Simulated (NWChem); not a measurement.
# C2H4NO anion

```xyz
8

C      0.4897    -1.3680    -0.0854
N     -0.6797    -0.5482    -0.3067
C     -0.5403     0.7117     0.0453
O      0.4543     1.3144     0.5454
H      0.8066    -1.4017     0.9805
H      0.2849    -2.4052    -0.4068
H      1.3857    -1.0135    -0.6415
H     -1.4703     1.3149    -0.1424
```
Atoms are numbered in this order, from 1.

Results from NWChem. Pople sets run with spherical d functions. All runs use the structure optimised with B3LYP/def2-SVPD. Level: PBE0/6-31+G* with SMD (1 M gas to 1 M solution), gas-phase geometry. Reactions with the solvent are ignored.

```json
[
 {"solvent": "water", "dielectric constant": "78.4", "solvation free energy (kcal/mol)": "-72.8", "cavity-dispersion-structure term (kcal/mol)": "0.0"},
 {"solvent": "N,N-dimethylformamide", "dielectric constant": "37.2", "solvation free energy (kcal/mol)": "-60.9", "cavity-dispersion-structure term (kcal/mol)": "0.1"},
 {"solvent": "benzene", "dielectric constant": "2.27", "solvation free energy (kcal/mol)": "-35.4", "cavity-dispersion-structure term (kcal/mol)": "-0.6"},
 {"solvent": "acetone", "dielectric constant": "20.5", "solvation free energy (kcal/mol)": "-60.5", "cavity-dispersion-structure term (kcal/mol)": "-0.1"},
 {"solvent": "ethanol", "dielectric constant": "24.9", "solvation free energy (kcal/mol)": "-67.7", "cavity-dispersion-structure term (kcal/mol)": "1.5"},
 {"solvent": "1,4-dioxane", "dielectric constant": "2.21", "solvation free energy (kcal/mol)": "[?]", "cavity-dispersion-structure term (kcal/mol)": "0.1"}
]
```

### Question
Some entries are withheld; supply them.

### Answer

- 1,4-dioxane, solvation free energy (kcal/mol): -34.0
